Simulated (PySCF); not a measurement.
Input of a run (PBE0-D3(BJ)/def2-SVP geometry optimisation, gas phase (PySCF 2.14.0)), started from a GFN2-xTB structure with every atom displaced at random (by about 0.01 Å):
```
{"job": {"xc": "PBE0", "basis": "def2-SVP", "d3": "d3bj", "grid": 1, "shake": 0.01, "kind": "geom"}, "charge": 0, "multiplicity": 1}
Cl    -2.266500    -1.302000    -0.736160
B     -1.816050     0.253360    -0.135030
Cl    -3.069450     1.305430     0.411750
Si     0.139720     0.818030    -0.106920
C      1.201860    -0.778280     0.004760
Cl     0.755270    -1.607030     1.519980
Cl     2.930800    -0.345200     0.054960
H      0.522900     1.629700     1.044600
H      0.572500     1.501680    -1.299380
H      1.079400    -1.496630    -0.779620
```

Output (energies in Eh, forces in Eh/bohr):
```
step   0  E = -2193.61247977  max force = 0.021461
step   1  E = -2193.61578452  max force = 0.005498
step   2  E = -2193.61599943  max force = 0.001287
step   3  E = -2193.61601898  max force = 0.000365
step   4  E = -2193.61602755  max force = 0.000579
step   5  E = -2193.61603594  max force = 0.000394
optimisation converged
```

Q: Summarise the run.

A: The energy falls by 2.2 kcal/mol over 6 energy and gradient evaluations, the largest force component goes from 0.0215 to 3.9e-04 Eh/bohr, and the atoms move by 0.060 Å rms after alignment. The bond that changes most is Si4–H9 (SiH2 silicon to Si–H hydrogen), which lengthens by 0.055 Å. Bonds longer at the end by more than 0.005 Å: 6 of 9; shorter: 2. Among the angles that change most is B2–Si4–H9, from 114.1° to 109.5°. The energy never rose by more than 1e-6 Eh on the way. The first step brought 93 % of the lowering.

Q: What are the final bond lengths?

A: Cl1–B2 1.749 Å, B2–Cl3 1.745 Å, B2–Si4 2.022 Å, Si4–C5 1.907 Å, C5–Cl6 1.790 Å, C5–Cl7 1.780 Å, Si4–H8 1.489 Å, Si4–H9 1.496 Å, C5–H10 1.098 Å. Numbering counts from 1 in the input's order; the species is `ClB(Cl)[SiH2]C(Cl)Cl`.

The run used 133 basis functions and 38 SCF cycles in all. Hardware: one thread of an Arm Neoverse V1, no GPU, shared host with 32 logical CPUs at a one-minute load of 33. Cost: 73 s wall, 0.51 GiB resident at most.

Whether it is a minimum is left open (no frequencies). The numbers are those of one conformer.

Shape of the structure used: `[Cl:1][B:2]([Cl:3])[SiH2:4][CH:5]([Cl:6])[Cl:7]`: Cl1–B2–Si4–C5 -30°, B2–Si4–C5–Cl6 -60°.
